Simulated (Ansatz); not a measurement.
Molecule: sum formula SiN3H5Cl, net charge 0, doublet state. It need not be the lowest isomer of its formula. SMILES: [NH][Si](N)(N)Cl
Structure (B3LYP-D3(BJ)/def2-TZVP (Ansatz, a quantum-chemistry and plane-wave program) minimum search):
```xyz
10

N      0.4311     1.4595    -1.1090
Si     0.0915    -0.0748    -0.3532
N      1.3933    -1.1539    -0.1979
N     -1.1129    -0.8694    -1.2497
Cl    -0.3861     0.4580     1.6055
H     -0.3895     2.0547    -1.2445
H      2.0278    -1.0731     0.5797
H      1.8482    -1.5205    -1.0194
H     -1.2671    -1.8594    -1.1429
H     -1.9166    -0.3936    -1.6245
```
Charge 0, spin multiplicity 2.

Parts of the frozen-core correlation energy in cc-pV(Q+d)Z (Ansatz, hartree). Frozen orbitals: 13; correlated occupied orbitals by spin: 16 and 15; virtual: 414 and 415. UHF or UKS for open shells. No spin-orbit coupling. Non-relativistic.

```csv
term,value
reference (HF),-914.93623
MP2 opposite-spin,-0.74401
MP2 same-spin,-0.23035
CCSD correlation,-1.01271
(T),-0.04283
T1 diagnostic,0.011
largest doubles amplitude,0.018
<S^2> of the reference,0.759
```
